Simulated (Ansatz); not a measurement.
HFSi, charge -1, doublet, at a GFN2-xTB geometry (a state made from the parent by changing its charge; the spin is typed, not shown lowest) (a gas-phase anion, which may not be bound at this level); CAM-B3LYP/def2-SVP in Ansatz (a program for electronic structure).

Input for Ansatz:
Ansatz 0.2 input:
```yaml
crystal:
  periodic: [false, false, false]
  atoms:
    - {symbol: Si, position_ang: [-0.27983490, -0.36846220, 0.50524387]}
    - {symbol: H, position_ang: [-0.94901606, -1.24964024, -0.61977469]}
    - {symbol: F, position_ang: [0.54074497, 0.71201233, -0.71707105]}
basis:
  gaussian:
    orbitals: def2-SVP
    fitting: {mean_field: cc-pVTZ-JKFIT}
hamiltonian:
  xc: cam_b3lyp
total_charge: -1
magnetization: {spin_polarized: true, initial_magnetization: 1}
```

What the program printed (banner, timings and long lists left out):

```
Functional definition: CAM-B3LYP
230 factors; integrals over basis functions are off by at most 9.1e-2 eV
230 factors; integrals over basis functions are off by at most 2.3e-6 eV
mean field evaluation 1: about -10601.0642 eV, gradient 3.4e1 eV
mean field evaluation 2: about -10599.8349 eV, gradient 4.3e1 eV
mean field evaluation 4: about -10605.3613 eV, gradient 5.9e-1 eV
mean field evaluation 8: about -10605.3683 eV, gradient 1.1e-2 eV
mean field evaluation 16: about -10605.3683 eV, gradient 6.0e-5 eV
mean field -10605.36826484 eV, -389.7400951560 hartree, gradient 6.0e-5 eV, S^2 0.755158; 0 other end points of the search recorded, 0 dependent functions left out
reference -10605.36834830 eV, -389.7400982232 hartree; 13, 12 occupied and 24, 25 virtual orbitals, 230 factors
Total energy: -10605.36834830 eV, -389.7400982232 hartree
```
